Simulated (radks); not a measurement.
Question: Calculated with a radial shooting solver on a logarithmic mesh with Libxc functionals: scalar-relativistic Kohn-Sham, LB94 model potential, spin-polarised, spherical densities, finite nucleus; Fermi nuclear charge, rms radius of each element as measured or else 0.836 A^(1/3) + 0.57 fm. Response by self-consistent Sternheimer equations with the Hartree and adiabatic LDA kernel, the relativistic mass of each level held fixed and spin-orbit coupling left out. Estimate the static dipole polarisabilities of B3+ ([He]) and Ne8+ ([He]) and the C6 coefficients of the three pairs.

Answer: alpha = 0.02018 and 0.001058 bohr^3; C6 = 0.002699 (B3+-B3+), 0.0002332 (B3+-Ne8+), 0.00003147 (Ne8+-Ne8+) hartree bohr^6.
